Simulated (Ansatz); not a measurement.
The lowest singlet and triplet of S2 (SMILES S=S); geometries from B3LYP-D3(BJ)/def2-TZVP, each state relaxed from the structure named, with no frequency check, low spin by broken symmetry.
Singlet (charge 0, multiplicity 1):
```xyz
2

S      0.0000     0.0000    -0.9522
S      0.0000     0.0000     0.9522
```

A positive gap puts the triplet lower; no zero-point energy. R- takes a restricted singlet, here one determinant of a half-filled degenerate or near-degenerate pair, which mixes singlet states. U- takes an unrestricted singlet (broken symmetry where lower, unprojected). The triplet is unrestricted in single-reference levels.

Cores are frozen in the correlated methods.

The values were computed with Ansatz (a quantum-chemistry and plane-wave program). Each number belongs to the level named beside it.

**Question.** One of these levels gives 0.753 eV for the gap E(singlet) − E(triplet), vertical, at the singlet's geometry. Name it.
A) R-SCS-MP2/cc-pV(D+d)Z
B) R-BHLYP/def2-TZVPP
C) U-SVWN5/def2-TZVPP (spin-contaminated)
D) R-SCS-MP2/cc-pV(Q+d)Z

**Answer.** A, R-SCS-MP2/cc-pV(D+d)Z. The others give 0.244 (U-SVWN5/def2-TZVPP (spin-contaminated)), 1.099 (R-BHLYP/def2-TZVPP), 0.604 (R-SCS-MP2/cc-pV(Q+d)Z)

Doubts at one or more of the structures used: a restricted determinant that unrestricted orbitals would lower (R-BHLYP/def2-TZVPP, R-SCS-MP2/cc-pV(D+d)Z, R-SCS-MP2/cc-pV(Q+d)Z).
